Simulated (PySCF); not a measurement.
Method: r2SCAN/[C def2-TZVP, Se def2-TZVP], no relativity, density fitting, PySCF.

```xyz
3
charge 0 multiplicity 1, angstrom
C     0.0000    0.0000    0.0000
Se    0.0000    0.0000    1.6926
Se    0.0000    0.0000   -1.6926
```

CSe2 (singlet), along the line from C1 (at 0) through Se2 (at 1.693 Å).

Problem. Tabulate the fields along this line at -0.51, -0.42, -0.34, -0.25, -0.17, -0.08, 0.08, 0.17, 0.25, 0.34, 0.42, 0.51, 0.59, 0.68, 0.76, 0.85, 0.93, 1.02, 1.10, 1.18, 1.27, 1.35, 1.44, 1.52, 1.61, 1.78, 1.86, 1.95, 2.03, 2.12, 2.20, 2.28, 2.37, 2.45, 2.54, 2.62, 2.71 Å.

Solution. 
```json
{"distance (Å)": "-0.51", "electron density (e/Å³)": "1.99", "electron localisation function": "0.767", "electrostatic potential (V)": "40"}
{"distance (Å)": "-0.42", "electron density (e/Å³)": "2.19", "electron localisation function": "0.468", "electrostatic potential (V)": "58"}
{"distance (Å)": "-0.34", "electron density (e/Å³)": "2.64", "electron localisation function": "0.124", "electrostatic potential (V)": "88.8"}
{"distance (Å)": "-0.25", "electron density (e/Å³)": "5.18", "electron localisation function": "0.138", "electrostatic potential (V)": "145"}
{"distance (Å)": "-0.17", "electron density (e/Å³)": "21.8", "electron localisation function": "0.895", "electrostatic potential (V)": "268"}
{"distance (Å)": "-0.08", "electron density (e/Å³)": "130", "electron localisation function": "1", "electrostatic potential (V)": "700"}
{"distance (Å)": "0.08", "electron density (e/Å³)": "130", "electron localisation function": "1", "electrostatic potential (V)": "700"}
{"distance (Å)": "0.17", "electron density (e/Å³)": "21.8", "electron localisation function": "0.895", "electrostatic potential (V)": "268"}
{"distance (Å)": "0.25", "electron density (e/Å³)": "5.18", "electron localisation function": "0.138", "electrostatic potential (V)": "145"}
{"distance (Å)": "0.34", "electron density (e/Å³)": "2.64", "electron localisation function": "0.124", "electrostatic potential (V)": "88.8"}
{"distance (Å)": "0.42", "electron density (e/Å³)": "2.19", "electron localisation function": "0.468", "electrostatic potential (V)": "58"}
{"distance (Å)": "0.51", "electron density (e/Å³)": "1.99", "electron localisation function": "0.767", "electrostatic potential (V)": "40"}
{"distance (Å)": "0.59", "electron density (e/Å³)": "1.8", "electron localisation function": "0.843", "electrostatic potential (V)": "29.8"}
{"distance (Å)": "0.68", "electron density (e/Å³)": "1.64", "electron localisation function": "0.84", "electrostatic potential (V)": "25.1"}
{"distance (Å)": "0.76", "electron density (e/Å³)": "1.52", "electron localisation function": "0.781", "electrostatic potential (V)": "24.5"}
{"distance (Å)": "0.85", "electron density (e/Å³)": "1.44", "electron localisation function": "0.619", "electrostatic potential (V)": "27.7"}
{"distance (Å)": "0.93", "electron density (e/Å³)": "1.45", "electron localisation function": "0.339", "electrostatic potential (V)": "34.8"}
{"distance (Å)": "1.02", "electron density (e/Å³)": "1.67", "electron localisation function": "0.155", "electrostatic potential (V)": "46.5"}
{"distance (Å)": "1.10", "electron density (e/Å³)": "2.5", "electron localisation function": "0.14", "electrostatic potential (V)": "64.4"}
{"distance (Å)": "1.18", "electron density (e/Å³)": "5.11", "electron localisation function": "0.29", "electrostatic potential (V)": "92.6"}
{"distance (Å)": "1.27", "electron density (e/Å³)": "12.9", "electron localisation function": "0.586", "electrostatic potential (V)": "141"}
{"distance (Å)": "1.35", "electron density (e/Å³)": "34", "electron localisation function": "0.761", "electrostatic potential (V)": "235"}
{"distance (Å)": "1.44", "electron density (e/Å³)": "77.1", "electron localisation function": "0.74", "electrostatic potential (V)": "452"}
{"distance (Å)": "1.52", "electron density (e/Å³)": "139", "electron localisation function": "0.279", "electrostatic potential (V)": "1030"}
{"distance (Å)": "1.61", "electron density (e/Å³)": "1000", "electron localisation function": "0.787", "electrostatic potential (V)": "3200"}
{"distance (Å)": "1.78", "electron density (e/Å³)": "1010", "electron localisation function": "0.789", "electrostatic potential (V)": "3200"}
{"distance (Å)": "1.86", "electron density (e/Å³)": "138", "electron localisation function": "0.274", "electrostatic potential (V)": "1030"}
{"distance (Å)": "1.95", "electron density (e/Å³)": "76.6", "electron localisation function": "0.738", "electrostatic potential (V)": "452"}
{"distance (Å)": "2.03", "electron density (e/Å³)": "33.8", "electron localisation function": "0.756", "electrostatic potential (V)": "234"}
{"distance (Å)": "2.12", "electron density (e/Å³)": "13", "electron localisation function": "0.584", "electrostatic potential (V)": "139"}
{"distance (Å)": "2.20", "electron density (e/Å³)": "5.19", "electron localisation function": "0.322", "electrostatic potential (V)": "91"}
{"distance (Å)": "2.28", "electron density (e/Å³)": "2.49", "electron localisation function": "0.192", "electrostatic potential (V)": "62.6"}
{"distance (Å)": "2.37", "electron density (e/Å³)": "1.48", "electron localisation function": "0.204", "electrostatic potential (V)": "44.2"}
{"distance (Å)": "2.45", "electron density (e/Å³)": "1.04", "electron localisation function": "0.342", "electrostatic potential (V)": "31.7"}
{"distance (Å)": "2.54", "electron density (e/Å³)": "0.779", "electron localisation function": "0.544", "electrostatic potential (V)": "22.9"}
{"distance (Å)": "2.62", "electron density (e/Å³)": "0.594", "electron localisation function": "0.677", "electrostatic potential (V)": "16.7"}
{"distance (Å)": "2.71", "electron density (e/Å³)": "0.448", "electron localisation function": "0.728", "electrostatic potential (V)": "12.3"}
```

On a grid of 0.08 Å the density has a local minimum along the bond near 0.85 Å from C, at 1.44 e/Å³, where the ELF is 0.62.
